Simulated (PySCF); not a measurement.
CH2FNO2Si, SMILES O([Si@@H](O)F)C#N. Atoms are numbered in the order given.

```xyz
8

N      2.6603     1.2863     0.3270
C      1.6242     0.7698     0.5375
O      0.4922     0.2125     0.8213
Si    -0.5346    -0.6198    -0.2769
O     -1.8598    -1.0673     0.5764
F     -0.8562     0.4544    -1.4481
H      0.1387    -1.8145    -0.8251
H     -2.3750    -0.3828     1.0390
```
Charge 0, spin multiplicity 1.

Geometry optimised at PBE-D3(BJ)/def2-SVP. The structure was generated by enumeration; whether it is a known compound was not checked. One conformer was computed; it need not be the lowest.

These are PBE-D3(BJ)/def2-SVP (PySCF) values and carry that method's errors.

Frequencies are harmonic and unscaled.

Computed vibrational spectrum:
```tsv
mode	ν (cm⁻¹)	IR (km/mol)	moving atoms (share of kinetic energy)
1	34	2.0	O 47 %, N 29 %, F 17 %
2	93	2.1	N 37 %, O 33 %, F 15 %
3	199	50.7	H 63 %, O 15 %, F 10 %
4	281	14.5	O 37 %, F 29 %, Si 13 %, C 10 %
5	307	103.0	O 49 %, H 29 %, F 9 %
6	350	51.6	Si 36 %, O 24 %, F 23 %, H 13 %
7	483	5.5	C 71 %, N 16 %, O 9 %
8	496	8.2	C 66 %, N 14 %, O 10 %
9	668	54.7	O 51 %, Si 21 %, H 11 %
10	736	67.4	H 70 %, O 24 %
11	795	108.1	H 81 %, F 10 %
12	822	223.4	H 76 %, Si 10 %, F 9 %
13	887	135.8	Si 33 %, F 27 %, H 24 %, O 16 %
14	991	167.7	Si 49 %, O 31 %, F 13 %
15	1177	237.4	O 65 %, N 29 %
16	2313	95.1	H 80 %, C 11 %
17	2325	188.8	C 55 %, N 26 %, H 16 %
18	3768	134.0	H 94 %
```
